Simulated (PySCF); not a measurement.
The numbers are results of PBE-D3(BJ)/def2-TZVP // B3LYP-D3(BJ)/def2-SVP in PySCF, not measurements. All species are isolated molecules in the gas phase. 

Reference species: [Al(H)3(NH3)] (neutral, multiplicity 1).

S1 oscillator strength: 0.002
HOMO–LUMO gap: 4.96 eV
HOMO: -6.15 eV
dipole moment: 5.43 D

After one change: the S1 oscillator strength is nearly the same; the HOMO–LUMO gap decreases by 1.26 eV; the HOMO drops by 0.14 eV; the dipole moment rises by 0.73 D.

Problem. What was changed between the two runs? The new species is one of these.
(A) [Al(H)3(CO)]
(B) [Al(H)3(CH3CN)]
(C) [Al(H)3(NCH)]
(D) [Al(H)3(N(CH3)3)]

Solution. C, [Al(H)3(NCH)]
